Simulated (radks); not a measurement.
The numbers below are computed, except where a source is named.
Q: Code: a radial shooting solver on a logarithmic mesh with Libxc functionals. Model: non-relativistic Kohn-Sham, PBE, spin-polarised, spherical densities, point nucleus; open shells are filled with parallel spins first (spin-orbit coupling, left out, can overturn this in heavy ions). Response by self-consistent Sternheimer equations with the Hartree and adiabatic LDA kernel. For heavy and open-shell atoms this level of theory can miss by tens of per cent. Rank Co+, Ga, Ar2+, Cr2+, Tc (NIST ground configurations) by static dipole polarisability, largest first.

A: Tc 90.68, Ga 63.96, Co+ 10.68, Ar2+ 4.821, Cr2+ 4.588 bohr^3.
